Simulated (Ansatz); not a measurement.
Ansatz (a quantum-chemistry and plane-wave program) input (CCSD(T)/aug-cc-pVDZ):

Ansatz 0.2 input:
```yaml
crystal:
  periodic: [false, false, false]
  atoms:
    - {symbol: F, position_ang: [1.62366939, -0.70877126, 0.00655208]}
    - {symbol: C, position_ang: [0.62960353, 0.19732856, -0.01250073]}
    - {symbol: C, position_ang: [-0.62960353, -0.19732856, 0.01250073]}
    - {symbol: F, position_ang: [-1.62366939, 0.70877126, -0.00655208]}
    - {symbol: H, position_ang: [0.96175387, 1.22502656, -0.04851780]}
    - {symbol: H, position_ang: [-0.96175387, -1.22502656, 0.04851780]}
basis:
  gaussian:
    orbitals: aug-cc-pVDZ
total_charge: 1
magnetization: {spin_polarized: true, initial_magnetization: 1}
correlation: {method: ccsd_t, electrons: outside_noble_gas}
```

End of the output:

```
integrals: 0.27 GiB planned
1064 factors; integrals over basis functions are off by at most 5.0e-4 eV
mean field: 0.34 GiB planned
mean field evaluation 1: about -7491.0043 eV, gradient 3.1e1 eV
mean field evaluation 2: about -7491.0058 eV, gradient 3.1e1 eV
mean field evaluation 4: about -7494.3557 eV, gradient 2.7e0 eV
mean field evaluation 8: about -7494.4146 eV, gradient 1.7e-1 eV
mean field evaluation 16: about -7494.4051 eV, gradient 6.2e-1 eV
mean field -7494.41535597 eV, -275.4146844346 hartree, gradient 2.4e-6 eV, S^2 0.755969; 0 other end points of the search recorded, 0 dependent functions left out
4 core orbitals not correlated
reference -7494.41535597 eV, -275.4146844346 hartree; 12, 11 occupied and 94, 95 virtual orbitals, 1064 factors
second order -17.24846230 eV of doubles, -0.00000000 eV of singles
coupled cluster: 0.98 GiB planned
cycle   1  -17.28948522 eV  change   -4.1e-2 eV  update   1.3e-1
cycle   2  -17.77931349 eV  change   -4.9e-1 eV  update   4.0e-2
cycle   3  -17.93628387 eV  change   -1.6e-1 eV  update   2.9e-2
cycle   4  -17.94130501 eV  change   -5.0e-3 eV  update   1.2e-2
cycle   5  -17.93438967 eV  change    6.9e-3 eV  update   6.4e-3
cycle   6  -17.93852035 eV  change   -4.1e-3 eV  update   1.9e-3
cycle   7  -17.93889730 eV  change   -3.8e-4 eV  update   7.5e-4
cycle   8  -17.93861064 eV  change    2.9e-4 eV  update   2.5e-4
cycle   9  -17.93874876 eV  change   -1.4e-4 eV  update   1.2e-4
cycle  10  -17.93873927 eV  change    9.5e-6 eV  update   2.8e-5
perturbative correction -0.55694362 eV, -0.0204673005 hartree
Total energy: -7512.91103885 eV, -276.0943882439 hartree
```

This state (charge 1, doublet) is run at the relaxed geometry of the species with charge 0 and multiplicity 1.
